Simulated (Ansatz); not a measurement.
Consider the cleavage of the Si–Ge bond: `[SiH3][GeH3]` + `[OH][SbH2]` → `[SiH3][O][SbH2]` + GeH₄.

Gas-phase electronic energies from Ansatz, PBE0-D4/def2-TZVP geometries. CCSD(T)/CBS is the MP2 limit (def2-TZVPP, def2-QZVPP) plus CCSD(T) − MP2 in def2-TZVPP, frozen cores. DFT in def2-TZVPP. def2 core potentials past Kr. For Ge, Sb outer-core shells are correlated without core-valence functions, which leaves a few kJ/mol of doubt a bond. Scalar relativity is left out up to krypton.

`[SiH3][GeH3]`:

Cartesian coordinates in Å:
```
Si 0.257 -0.752 0.899
Ge -0.252 0.739 -0.882
H -0.201 -0.178 2.192
H 1.724 -0.985 0.969
H -0.426 -2.056 0.685
H -1.768 0.979 -0.969
H 0.224 0.158 -2.225
H 0.442 2.094 -0.669
```

`[OH][SbH2]`:

Z-matrix (Å, degrees):
```
Sb
O 1 1.974
H 1 1.713 2 94.3
H 1 1.713 2 94.3 3 90.9
H 2 0.960 1 109.6 3 134.5
```

`[SiH3][O][SbH2]`:

Cartesian coordinates in Å:
```
Si -1.198 0.691 -0.257
O 0.232 -0.085 -0.396
Sb 1.289 -1.163 0.861
H -0.988 2.150 -0.051
H -1.978 0.167 0.903
H -1.985 0.488 -1.500
H 1.973 -2.127 -0.381
H 2.654 -0.123 0.821
```

GeH₄:

Z-matrix (Å, degrees):
```
Ge
H 1 1.534
H 1 1.534 2 109.5
H 1 1.534 2 109.5 3 -120.0
H 1 1.534 2 109.5 3 120.0
```

| level | ΔE (eV) |
| --- | --- |
| r2SCAN | -0.78 |
| r2SCANh | -0.79 |
| BHLYP | -0.95 |
| CCSD(T)/def2-TZVPP | -0.85 |

Task: What does CCSD(T)/CBS give? (Best estimate.)

Result: Ansatz gave: -0.84 eV. The listed levels differ from it by 0.06, 0.05, -0.11, -0.01 eV.

Largest T1 diagnostic among the species: 0.014.

Leaving LDA and LC-ωPBE aside and taking each functional with its dispersion term where it has one, the values, not all of them listed here, spread over 0.36 eV, from BHLYP-D4 to PBE-D4. LDA lies −0.04 eV from PBE without D4. At CCSD(T), def2-SVP lies −0.05 eV from the extrapolated value and def2-TZVPP −0.02 eV. From PBE to PBE0 (25 % exact exchange), in def2-TZVPP and without D4, ΔE moves by −0.08 eV.
